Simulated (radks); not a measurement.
Species: Hf2+. Configuration: [Kr] 4d10 4f14 5s2 5p4 5d4 (not the ground configuration). Method: Dirac Kohn-Sham, PBE, spin-unpolarised, spherical densities, point nucleus; open shells fill j = l - 1/2 first; computed with a radial shooting solver on a logarithmic mesh with Libxc functionals.

Normalised radial functions P(r) = r R(r) (large component), r in bohr:

```
   r/bohr * 4f5/2, o 4f7/2, + 5d5/2 (the largest magnitude, 1.23, reaches the edge; | marks zero, & curves that meet)
  0.00108                             &
 0.001677                             &
 0.002583                             &
 0.004011                             &
 0.006228                             &
  0.00967                             &
   0.0149                             &
  0.02313                             &
  0.03591                             &+
  0.05576                             |&+
  0.08589                             | & +
   0.1334                             |    +&
   0.2071                             |+            o*
   0.3215                       +     |                       &
   0.4952                       +     |                          &
    0.769                             |   +                &
    1.194                             |          &  +
    1.854                             |   &           +
    2.856                             |&        +
    4.434                             &  +
    6.885                             &
```

4f5/2: eigenvalue -38.025 eV, 0 radial nodes, <r> = 0.662 bohr, 90 % of the charge inside 1.12 bohr. 4f7/2: eigenvalue -36.265 eV, 0 radial nodes, <r> = 0.674 bohr, 90 % of the charge inside 1.14 bohr. 5d5/2 (empty): eigenvalue -18.644 eV, 2 radial nodes at r = 0.222, 0.670 bohr, <r> = 2.01 bohr, 90 % of the charge inside 3.11 bohr.
